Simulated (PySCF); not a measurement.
Run record for `O=CC1=CC(=O)C(=O)C=C1`: OPBE/pcSseg-1, energy threshold 1e-07 Eh, start guess atom, full TDDFT, 3 singlets.

Method: TDDFT OPBE/pcSseg-1, vertical, gas phase, core orbitals frozen in the response (PySCF 2.14.0, density-fitted response routines). Geometry: GFN2-xTB. A driver script takes a list of jobs; this job's settings line and coordinates (Å) are shown.

Command:
```bash
OMP_NUM_THREADS=1 python probes_run.py task.json out
```

Input:
```
{"job": {"kind": "uv", "xc": "OPBE", "basis": "pcSseg-1", "nstates": 3, "ntriplets": 0, "tda": false, "scf": {"conv": 1e-07, "guess": "atom"}}, "charge": 0, "multiplicity": 1}
O      2.811038    -1.254219     0.830270
C      2.326351    -0.242086     0.404768
C      0.880839    -0.053834     0.139255
C      0.411247     1.117413    -0.341541
C     -1.016790     1.324396    -0.612625
O     -1.456617     2.364606    -1.043581
C     -1.954922     0.134327    -0.318639
O     -3.142950     0.234500    -0.518302
C     -1.326230    -1.084528     0.201294
C     -0.005632    -1.166337     0.412466
H      2.939059     0.648611     0.173698
H      1.066046     1.953440    -0.548515
H     -1.990408    -1.911855     0.404335
H      0.458292    -2.064908     0.794951
```

**Question.** What does the run print?

**Answer.** 
```
final grid: 133568 points
cycle   1  E = -494.0980076885  dE =  2.674e+00  |g| = 1.339e+00  |ddm| = 4.330e+00
cycle   2  E = -493.4286241122  dE =  6.694e-01  |g| = 2.238e+00  |ddm| = 4.512e+00
cycle   3  E = -494.2816700378  dE = -8.530e-01  |g| = 9.164e-01  |ddm| = 3.718e+00
cycle   4  E = -494.4762388923  dE = -1.946e-01  |g| = 1.975e-01  |ddm| = 1.117e+00
cycle   5  E = -494.4766559404  dE = -4.170e-04  |g| = 1.955e-01  |ddm| = 3.861e-01
cycle   6  E = -494.4857967417  dE = -9.141e-03  |g| = 6.783e-02  |ddm| = 2.508e-01
cycle   7  E = -494.4867222106  dE = -9.255e-04  |g| = 2.387e-02  |ddm| = 7.550e-02
cycle   8  E = -494.4868493095  dE = -1.271e-04  |g| = 8.708e-03  |ddm| = 2.700e-02
cycle   9  E = -494.4868665049  dE = -1.720e-05  |g| = 2.622e-03  |ddm| = 1.136e-02
cycle  10  E = -494.4868670373  dE = -5.324e-07  |g| = 2.075e-03  |ddm| = 4.297e-03
cycle  11  E = -494.4868681514  dE = -1.114e-06  |g| = 3.037e-04  |ddm| = 2.156e-03
cycle  12  E = -494.4868681698  dE = -1.835e-08  |g| = 1.233e-04  |ddm| = 4.088e-04
converged SCF energy = -494.4868681698

Static polarisability (au): isotropic 81.485, principal 33.219 90.262 120.974

Singlet excitations
state   eV       nm        f      main configurations
  1   1.0655   1163.6   0.00000   H->L 1.00
  2   1.7642    702.8   0.00000   H-1->L 1.00
  3   2.4413    507.9   0.00000   H-3->L 0.99
```

H and L stand for HOMO and LUMO; the number after each pair is its weight.

**Question.** How does the lowest singlet excitation compare with the HOMO–LUMO gap?

**Answer.** HOMO -6.01 eV and LUMO -5.09 eV give a gap of 0.92 eV; S1 at 1.07 eV lies 0.15 eV above it.

**Question.** Give S1 in cm⁻¹ and kJ/mol.

**Answer.** 1.0655 eV × 8065.54 = 8594 cm⁻¹; × 96.485 = 102.8 kJ/mol.

In short: SCF converged in 12 cycles with 190 basis and 980 fitting functions; HOMO -6.01 eV, LUMO -5.09 eV; lowest singlet 1.07 eV; mean polarisability 81.5 au.

**Question.** Estimate the wall time. Hardware: Arm Neoverse V1, one thread, shared host with 32 logical CPUs at a one-minute load of 54. And the peak memory of the process?

**Answer.** About 33 s, with 0.73 GiB resident at the peak, the Python interpreter and its libraries included.

Shape of the structure used: `[O:1]=[CH:2][C:3]1=[CH:4][C:5](=[O:6])[C:7](=[O:8])[CH:9]=[CH:10]1`: O1–C2–C3–C4 180°.

One conformer stands for the species.
